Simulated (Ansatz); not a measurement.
One change: `OC([SiH3])BF` becomes `OC([SiH3])[TeH]`.

Ansatz, PBE0-D4/def2-TZVP geometries, multiplicity 1. Each molecule was computed in one conformer, which needn't be the lowest.

Elements past krypton have def2 core potentials.  Spin–orbit coupling is left out; it splits and shifts lone-pair levels of the heavy atoms by tenths of an eV.

```
                                          property  `OC([SiH3])BF`
                LUMO energy (PBE0/def2-TZVPP) / eV           -0.75
             HOMO–LUMO gap (B3LYP/def2-TZVPP) / eV            6.64
size of the dipole moment (ωB97M-V/def2-TZVPP) / D            2.50
                 LUMO energy (PBE/def2-TZVPP) / eV           -1.71
    size of the dipole moment (PBE/def2-TZVPP) / D            2.39
           HOMO–LUMO gap (ωB97M-V/def2-TZVPP) / eV           11.32
```

(1) What does the change do to each property? (Best estimate.)

## Answers

(1) Computed: 
| property | `OC([SiH3])[TeH]` | shift |
| --- | --- | --- |
| LUMO energy (PBE0/def2-TZVPP) / eV | -0.97 | -0.22 |
| HOMO–LUMO gap (B3LYP/def2-TZVPP) / eV | 5.03 | -1.61 |
| size of the dipole moment (ωB97M-V/def2-TZVPP) / D | 1.48 | -1.02 |
| LUMO energy (PBE/def2-TZVPP) / eV | -1.79 | -0.08 |
| size of the dipole moment (PBE/def2-TZVPP) / D | 1.45 | -0.94 |
| HOMO–LUMO gap (ωB97M-V/def2-TZVPP) / eV | 9.37 | -1.95 |

With PBE0 the HOMO rises by 1.42 eV and the LUMO falls by 0.22 eV, so the gap narrows by about 1.64 eV. PBE moves the HOMO by 1.01 eV and ωB97M-V by 1.60 eV. Dipoles are sizes alone; their direction can turn.

B3LYP here is the variant with VWN-RPA as its local correlation; programs differ in this.
